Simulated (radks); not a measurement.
Results of a calculation; reference values are marked as such.
Question: Excited configurations of He I: one electron is placed in a higher orbital outside 1s1. The ground configuration is [He]. Level of theory: non-relativistic Kohn-Sham, PBE, spin-polarised, spherical densities, point nucleus; open shells are filled with parallel spins first (a radial shooting solver on a logarithmic mesh with Libxc functionals). Excitation = E - E(ground); binding = E(ion) - E, where the ion is the core of charge +1; n* = 1/sqrt(2 binding) in atomic units, and the quantum defect is n - n*.

outer orbital  excitation (eV)  binding (eV)     n*  quantum defect  eigenvalue (eV)  <r> (bohr)
2p                      20.657         3.811  1.890           0.110           -1.776       4.608
3s                      22.295         2.173  2.502           0.498           -1.331       10.06
3d                      22.835         1.633  2.887           0.113           -0.801       10.04
4p                      23.347         1.121  3.484           0.516           -0.709       19.12
4d                      23.455         1.012  3.666           0.334           -0.607       19.13
4f                      23.505         0.963  3.760           0.240           -0.482       16.83
5s                      23.682         0.785  4.162           0.838           -0.530       29.17

Estimate the row for 3p.

Answer: excitation (eV) 22.556; binding (eV) 1.912; n* 2.668; quantum defect 0.332; eigenvalue (eV) -1.104; <r> (bohr) 10.55. The Delta-SCF ionisation energy is 24.467 eV (NIST Atomic Spectra Database: 24.587 eV, measured). Self-interaction in the functional shifts the binding energies and quantum defects, so they are the method's values and not measured ones.
